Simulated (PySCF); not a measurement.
## Excitation energy of Mg by level of theory

Mg [Ne] 3s2 (1S) → Mg [Ne] 3s1 3p1 (3P), as a difference of total energies. Computed with PySCF 2.14 in def2-QZVPPD (9s5p5d2f, 63 functions), with the non-relativistic Hamiltonian (point nucleus). Correlated levels: valence: [Ne] frozen. The calculations carry no spin-orbit coupling.

```
           method  excitation energy (eV)
              UHF                   1.793
    MP2 (valence)                   2.372
SCS-MP2 (valence)                   2.542
   CCSD (valence)                   2.594
```

Question: How much does correlation contribute at MP2 (valence)?

Answer: 2.372 − (1.793) = 0.579 eV, measured against UHF.

Errors of the correlated levels include the incompleteness of this basis and the frozen core.

With two correlated electrons CCSD is exact in that space.

For comparison: 2.714 eV (measured; NIST levels, between the centres of gravity of the two terms).
